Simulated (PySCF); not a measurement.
# Quadrupolar nuclei of `C=CO/C=C\NC=O` in NMR

Species: C₅H₇NO₂.
Cartesian coordinates in Å at the GFN2-xTB level; atoms count from 1:
```
atom  x, y, z in Å
C1    -2.1759    1.8397    1.5831
C2    -1.9190    0.6631    1.0346
O3    -0.7329    0.3972    0.4323
C4    -0.5467   -0.8414   -0.1118
C5     0.5918   -1.1653   -0.7229
N6     1.6599   -0.2856   -0.8532
C7     2.8170   -0.6124   -1.4765
O8     3.0579   -1.6787   -1.9818
H9    -1.4507    2.6325    1.5722
H10   -3.1203    2.0293    2.0542
H11   -2.6404   -0.1481    1.0358
H12   -1.3629   -1.5455   -0.0246
H13    0.7519   -2.1377   -1.1561
H14    1.5309    0.6326   -0.4533
H15    3.5350    0.2283   -1.4708
```

Computed at PBE0/pcSseg-1 (PySCF, non-relativistic):

```
atom     environment  nucleus  spin I    Q (b)  CQ = χzz (MHz)      η
  O3    ether oxygen      17O     5/2  -0.0256         -10.808  0.497
  N6  amide nitrogen      14N       1  0.02044          -3.973  0.104
  O8    amide oxygen      17O     5/2  -0.0256           9.708  0.104
```

Task: At 21.15 T, set νQ = 3|CQ|/[2I(2I − 1)] beside the Larmor frequency (|g| × 7.62259 MHz/T × B; g(17O) = −0.75752, g(14N) = 0.40376), and give PQ = |CQ|√(1 + η²/3).

Result: 
```
atom  PQ (MHz)  νQ (MHz)  ν0 (MHz)  νQ/ν0
  O3     11.24     1.621    122.13  0.013
  N6     3.980     5.959     65.09  0.092
  O8     9.726     1.456    122.13  0.012
```

For O3: PQ = 10.81 × 1.0403, νQ = 10.81 × 0.1500, ν0 = 5.7742 MHz/T × 21.15 T.

Task: Second-order quadrupolar shift of the central transition's centre of gravity (half-integer spins, νQ < ν0/10) at 21.15 and 23.5 T.

Result: From −(3/40)(PQ/ν0)²[I(I + 1) − 3/4]/[I(2I − 1)]², which goes as 1/B² (ppm):

```tsv
site	21.15 T	23.5 T
17O at O3	-50.9	-41.2
17O at O8	-38.1	-30.8
```

Task: First-order 14N doublet splittings with the field along y and x of the gradient, (3/4)|CQ|(1 ± η)?

Result: N6: 3.290 and 2.669 MHz.

Task: In the extreme-narrowing limit, with isotropic tumbling and one correlation time, the quadrupolar linewidth goes as PQ². What relative widths follow for the 17O sites?

Result: O3 1, O8 0.75, with O3 as 1.

The couplings are those of the rigid, isolated species; surroundings and motion change them. GFN2-xTB bond lengths can be off by several hundredths of an ångström, more for odd bonds, and the gradients follow them. The small basis limits the accuracy of the gradients.

One conformer stands for the species.
